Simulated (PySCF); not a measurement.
Simulated C 1s region for `O=C([SiH3])/C=C\Cl`, binding energy against the vacuum level.

Every computed line was given a Gaussian of 0.4 eV full width at half maximum and an area set by the number of equivalent atoms; the highest printed point is 100. Method: PySCF, delta-SCF UKS SCAN, pcX-2 on the ionised atom, pcseg-1 elsewhere, spin-free X2C.

binding energy (eV), intensity and a bar:
```
    290.5          0 
    290.6          1 
    290.7          6 ##
    290.8         17 #####
    290.9         35 ###########
    291.0         53 ################
    291.1         57 #################
    291.2         43 #############
    291.3         23 #######
    291.4          9 ###
    291.5          2 #
    291.6          0 
    291.7          0 
    291.8          0 
    291.9          0 
    292.0          0 
    292.1          0 
    292.2          2 
    292.3          7 ##
    292.4         20 ######
    292.5         46 ##############
    292.6         78 #######################
    292.7        100 ##############################
    292.8         98 #############################
    292.9         74 ######################
    293.0         42 #############
    293.1         18 #####
    293.2          6 ##
    293.3          1 
    293.4          0
```

Q: Count the maxima, the lines and the sites behind this envelope.

A: The curve has 2 maxima (at 291.1 and 292.7 eV). Under it lie 3 lines from 3 inequivalent carbon sites. At this width some lines have no maximum of their own.

Q: Decompose the envelope and assign each component. Numbering: `[O:1]=[C:2]([SiH3:3])/[CH:4]=[CH:5]\[Cl:6]`.

A: 
```
position (eV)  relative area  line  atoms          environment
       291.07              1  C 1s     C4     alkene CH carbon
       292.66              1  C 1s     C5  vinylic C–Cl carbon
       292.83              1  C 1s     C2      carbonyl carbon
```

The listed C 1s values span 1.76 eV, from C4 (bonded to C (double bond), C and H) to C2 (bonded to O (double bond), C and Si). The widest gap between neighbouring values is 1.59 eV, between 291.07 and 292.66 eV. Summing the Pauling electronegativity differences to the bonded atoms, each weighted by its formal bond order, gives -0.35 for the lowest site and +1.13 for the highest; no listed site has a larger sum than the highest.

The curve has no shake-up lines and no vibrational structure. Geometry: GFN2-xTB, one conformer, isolated molecule.

The values belong to the conformer `[O:1]=[C:2]([SiH3:3])/[CH:4]=[CH:5]\[Cl:6]`: O1–C2–C4–C5 179°.
